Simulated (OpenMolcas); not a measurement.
Ni2+ among 6 point charges of -2 e arranged as a trigonal antiprism (D3d), 1.57 Å from the ion, with a polar angle of 63.5° against the regular 54.74°. The active orbitals were held to one l.
```
   0.0000    1.4050    0.7007  -2.00
  -1.2167   -0.7025    0.7007  -2.00
   1.2167   -0.7025    0.7007  -2.00
   0.0000   -1.4050   -0.7007  -2.00
   1.2167    0.7025   -0.7007  -2.00
  -1.2167    0.7025   -0.7007  -2.00
```

```yaml
Program: OpenMolcas 26.06
Method: CASSCF
Basis: ANO-RCC-VDZP [5s4p2d1f]
Scalar_Hamiltonian: DKH2, point nucleus
Active_space: 8 electrons in 5 orbitals (3d)
State_averaging: 2S+1 = 3 even, 10 roots; 2S+1 = 1 even, 15 roots
Spin-orbit_coupling: RASSI with atomic mean-field integrals over the reference wave functions
```

Task: What is the spin-free ground state (labels of D3, the rotations of D3d)?

Result: 3A2, 1-fold in its orbital part, 91 % from free-ion F terms; it has the highest spin that d8 allows.

Task: Where is the first state of the same spin?

Result: 3A1 at 10400 cm-1 above the ground state.

Task: What are the lowest two levels with spin-orbit coupling?

Result: A 2-fold level E with g = 0.00, 0.00, 4.62, then a 1-fold level A1 10.1 cm-1 above it. Their leading multiplicities are 3 (100 %) and 3 (100 %).

Task: What is χT at 300 K, and how does it compare with the textbook value?

Result: The lowest level has 2S+1 = 3, for which the spin-only value is χT = S(S+1) / 2 = 1.000 cm3 K/mol (g = 2). The computed 1.263 at 300 K differs by +0.263, through orbital momentum, spin-orbit coupling and any other state in reach.

Without dynamic correlation the repulsion within the d shell is too large (B by tens of per cent), so at a given field states of lower spin stand too high. Point charges carry no covalency, so the field is a model and not that of real ligands. No measured value stands beside these numbers.

With an even number of electrons the g values are those of a degenerate or nearly degenerate non-Kramers pair.
